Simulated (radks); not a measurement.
Valence configurations of Nb3+ (all share [Kr]). Method: scalar-relativistic Kohn-Sham, r2SCAN, spin-unpolarised, spherical densities, finite nucleus; meta-GGA in the generalised Kohn-Sham scheme; Fermi nuclear charge, rms radius 4.324 fm; computed with a radial shooting solver on a logarithmic mesh with Libxc functionals. Energies are relative to 4d2; eigenvalues in eV.

valence          E (eV)    e(4d)    e(5p)    e(5s)
4d2               0.000  -30.211        -        -
4d1 5p1          12.018  -34.337  -21.484        -
5s2              13.190        -        -  -28.994
4d1 5s1           6.128  -33.469        -  -26.952
4d1.5 5p0.5       5.814  -32.300  -20.323        -
5s1 5p1          19.583        -  -23.121  -29.416
4d0.5 5s0.5 5p1  15.674  -35.929  -22.338  -28.375

NIST lists [Kr] 4d2 as the ground configuration; this level of theory agrees among the configurations tried. The energies are those of spherical spin-averaged densities, not of single terms.
